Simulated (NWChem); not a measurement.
## Polarisability of HCu

```xyz
2

Cu     0.0000     0.0000     0.0488
H      0.0000     0.0000    -1.4145
```
Charge 0, spin multiplicity 1.

All runs are NWChem calculations. Structure: optimised with PBE/def2-SVP, a minimum by its harmonic frequencies.

Basis set: def2-SVPD. Static limit.

The correlated methods keep 9 core orbitals frozen. B3LYP has NWChem's definition, with VWN1-RPA local correlation. The structure started from a generated list of species. No row is a measurement; the coupled-cluster row has its own basis-set and correlation limits.

Q: For the isotropic polarisability, CCSD linear response gives 35.76 bohr³ and HF gives 27.43 bohr³. What do BHandHLYP, B3LYP, PBE give?

A: BHandHLYP: 30.37 bohr³; B3LYP: 32.95 bohr³; PBE: 35.18 bohr³.
